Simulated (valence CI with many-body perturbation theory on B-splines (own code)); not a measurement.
The numbers below are computed, except where a source is named.
Basis-set convergence for Lu XXXII

Method: relativistic CI+MBPT: four valence electrons over a frozen Dirac-Fock core [Kr], radial functions for each j: 7 s, 7 p, 8 d, 6 f, 4 g, 1 h, with the one-electron correlation potential Σ1 (screened to all orders), the two-electron term Σ2, the three-electron term Σ3, Breit, model QED; selected single and double excitations, second order for the rest, scaled by the run's own slope (own B-spline code, finite nucleus).

The last digits are not significant, and no measured levels were compared; by estimate large intervals hold to a few tenths of a per cent, small ones and those within an open d or f shell to about a per cent. Only levels of the ground parity were solved; by the run's estimate the other parity begins above the list, which can be wrong where configurations are misplaced.

The reference run has the lowest level (4d3/2^4) J=0 and an ionisation energy of 1243.99 eV. Its largest variational space holds 18688 state functions.

Levels are named by their leading jj configuration (3d3/2^4 stands for four electrons in 3d with j = 3/2), which in mixed levels can hold well under half, so a name can repeat and another be missing. Letters in brackets count levels of one name in rising energy.

Changed runs:
A. basis 6 s, 6 p, 5 d, 5 f, 1 g
B. basis 5 s, 5 p, 4 d, 4 f

Excitation energies of the reference run in cm⁻¹, and shifts in cm⁻¹:

| Level | Reference | A | B |
| --- | --- | --- | --- |
| (4d3/2^3 4d5/2) J=1 | 88145 | -226 | -488 |
| (4d3/2^3 4d5/2) J=2 | 124202 | -178 | -94 |
| (4d3/2^3 4d5/2) J=4 | 125334 | -11 | +262 |
| (4d3/2^3 4d5/2) J=3 | 135786 | -103 | +184 |
| (4d3/2^2 4d5/2^2) J=0 [a] | 203782 | -183 | -402 |
| (4d3/2^2 4d5/2^2) J=2 [a] | 210975 | -120 | +211 |
| (4d3/2^2 4d5/2^2) J=4 [a] | 212360 | -209 | -227 |
| (4d3/2^2 4d5/2^2) J=3 [a] | 216905 | -209 | -50 |
| (4d3/2^2 4d5/2^2) J=5 | 231103 | -95 | +278 |
| (4d3/2^2 4d5/2^2) J=1 | 239284 | -85 | +401 |
| (4d3/2^2 4d5/2^2) J=6 | 241344 | -24 | +494 |
| (4d3/2^2 4d5/2^2) J=3 [b] | 253452 | -33 | +817 |
| Ionisation energy (eV) | 1243.99 | -0.07 | -0.15 |
